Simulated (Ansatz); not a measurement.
`[F][Sn]([F])([F])[Cl]` → F₂ + `[F][Sn][Cl]` at 500 K and 1 bar (stannylene formation by 1,1-elimination).

Gas-phase electronic energies from Ansatz, PBE0-D4/def2-TZVP geometries. CCSD(T)/CBS is the MP2 limit (def2-TZVPP, def2-QZVPP) plus CCSD(T) − MP2 in def2-TZVPP, frozen cores. This one scheme is used for every species. Elements past krypton have def2 core potentials. For Sn outer-core shells are correlated without core-valence functions, which leaves a few kJ/mol of doubt a bond.

| species | CCSD(T)/CBS energy (Eh) | H − E (kJ/mol) | S (J/(mol·K)) |
| --- | --- | --- | --- |
| `[F][Sn]([F])([F])[Cl]` | -973.31691 | 58.5 | 396.2 |
| F₂ | -199.39789 | 21.7 | 218.2 |
| `[F][Sn][Cl]` | -773.69640 | 30.5 | 327.7 |

H − E and S are ideal-gas, rigid-rotor, harmonic terms from PBE0-D4/def2-TZVP. 1 Eh = 2625.50 kJ/mol, R = 8.31446 J/(mol·K).

**Question.** By hand: ΔE, ΔH, ΔS and ΔG.

**Answer.** ΔE = (-199.39789) + (-773.69640) − (-973.31691) = 0.22262 Eh = 584.5 kJ/mol. Δ(H − E) = 21.7 + 30.5 − 58.5 = -6.3, so ΔH = 578.2 kJ/mol. ΔS = 218.2 + 327.7 − 396.2 = 149.7 J/(mol·K). ΔG = 578.2 − 500 × (149.7)/1000 = 503.4 kJ/mol.

**Question.** By hand: the equilibrium constant, and the temperature at which ΔG would vanish if ΔH and ΔS stayed fixed.

**Answer.** log₁₀ K = −ΔG/(RT ln 10) = -52.6. ΔG = 0 at ΔH/ΔS = 3862 K, far beyond where these terms or the molecules hold.

The number of gas molecules changes by +1, which sets the sign of ΔS. A doubt of 5 kJ/mol in ΔE shifts log₁₀ K by 0.5 here. These are equilibria of isolated gas molecules and say nothing of rates. Largest T1 diagnostic: 0.016 (customary marks: 0.02 for closed shells, 0.045 for open ones).
